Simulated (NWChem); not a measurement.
System: C₂H₆FMgN; SMILES C[N](C)[Mg][F]

```xyz
11

Mg     0.0045     1.2286    -0.3143
F      0.0118     2.9242    -0.7966
N     -0.0034    -0.5950     0.2042
C     -1.1962    -1.3706     0.4144
C      1.1824    -1.3749     0.4368
H     -1.2564    -2.2539    -0.2586
H     -1.2722    -1.7665     1.4509
H     -2.1101    -0.7763     0.2364
H      1.2371    -1.7716     1.4744
H      1.2524    -2.2582    -0.2354
H      2.1016    -0.7837     0.2767
```
Atoms are numbered in this order, from 1.

Level: PBE0/def2-SVP (NWChem), optimised geometry, unscaled harmonic frequencies. 

### Question
List the harmonic frequencies with IR intensities, and the thermochemistry.

### Answer
| frequency (cm⁻¹) | IR intensity (km/mol) |
|---|---|
| 83 | 12.8 |
| 115 | 21.8 |
| 176 | 46.0 |
| 213 | 74.5 |
| 254 | 0.0 |
| 298 | 33.5 |
| 319 | 0.8 |
| 515 | 0.0 |
| 807 | 59.9 |
| 1027 | 88.2 |
| 1092 | 0.3 |
| 1108 | 0.0 |
| 1157 | 0.0 |
| 1252 | 96.8 |
| 1285 | 30.9 |
| 1431 | 7.9 |
| 1439 | 0.0 |
| 1442 | 3.7 |
| 1459 | 21.9 |
| 1483 | 18.4 |
| 1499 | 0.7 |
| 2943 | 93.0 |
| 2950 | 153.9 |
| 2986 | 125.7 |
| 2999 | 0.0 |
| 3081 | 42.6 |
| 3082 | 41.9 |

```
Quantity                                                                            Value
-----------------------------------------------------------------------  ----------------
zero-point energy                                                           52.1 kcal/mol
thermal correction to the enthalpy at 298.15 K (with zero-point energy)     57.3 kcal/mol
heat capacity Cv                                                         22.5 cal/(mol K)
entropy at 298.15 K and 1 atm (symmetry number 2)                        81.8 cal/(mol K)
dipole moment                                                                      1.76 D
```

Rigid rotor and harmonic oscillator; modes under 100 cm⁻¹ make the entropy uncertain.
